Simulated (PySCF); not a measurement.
Method: B3LYP-D3(BJ)/def2-TZVP // TPSS-D3(BJ)/def2-SVP (PySCF). Isolated molecules, 0 K electronic values unless said otherwise. One relaxed conformer stands for a flexible species; it need not be the lowest. B3LYP has the VWN-RPA correlation part, as in Gaussian. 

Reference species: [Y(OH)3] (neutral, multiplicity 1).

```json
{
 "charge on the central atom (Mulliken)": "1.51 e",
 "mean_distance_from_the_central_atom_to_its_bonded_neighbours": "2.036 Å",
 "coordination_number": "3",
 "HOMO–LUMO gap": "5.90 eV"
}
```

Changed species: [Y(OH)(NH2)2] (2 of 3 OH replaced by NH2; the reference has 0 of 3 OH replaced by NH2).

Question: What does the change do to the charge on the central atom (Mulliken), mean distance from the central atom to its bonded neighbours, coordination number and HOMO–LUMO gap?

Answer: the charge on the central atom (Mulliken) falls by 0.06 e, to 1.45 e; the mean distance from the central atom to its bonded neighbours rises by 0.086 Å, to 2.122 Å; the coordination number stays essentially unchanged; the HOMO–LUMO gap falls by 1.29 eV, to 4.61 eV.
